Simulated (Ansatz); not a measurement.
`[NH2][V](=[O])([OH])[Cl]` and `[NH2][V](=[O])([F])[Cl]` differ in one atom or group.

Ansatz, PBE0-D4/def2-TZVP geometries, multiplicity 1. Each molecule was computed in one conformer, which needn't be the lowest.

Scalar relativity is left out up to krypton.

```tsv
property	`[NH2][V](=[O])([OH])[Cl]`
size of the dipole moment (ωB97M-V/def2-TZVPP) / D	4.15
HOMO–LUMO gap (PBE0/def2-TZVPP) / eV	5.60
zero-point energy (PBE0-D4/def2-TZVP) / kJ/mol	116.1
size of the dipole moment (PBE/def2-TZVPP) / D	4.08
LUMO energy (PBE0/def2-TZVPP) / eV	-2.81
HOMO energy (ωB97M-V/def2-TZVPP) / eV	-10.65
```

(1) Give the same properties after the change, and the shifts. (An estimate is asked.)

## Answers

(1) The calculation gave: 
```csv
property,`[NH2][V](=[O])([F])[Cl]`,shift
size of the dipole moment (ωB97M-V/def2-TZVPP) / D,3.51,-0.64
HOMO–LUMO gap (PBE0/def2-TZVPP) / eV,5.63,0.03
zero-point energy (PBE0-D4/def2-TZVP) / kJ/mol,87.7,-28.4
size of the dipole moment (PBE/def2-TZVPP) / D,3.40,-0.68
LUMO energy (PBE0/def2-TZVPP) / eV,-3.24,-0.43
HOMO energy (ωB97M-V/def2-TZVPP) / eV,-11.11,-0.46
```

The zero-point energy changes by -28.4 kJ/mol with -3 modes. Dipoles are sizes alone; their direction can turn.
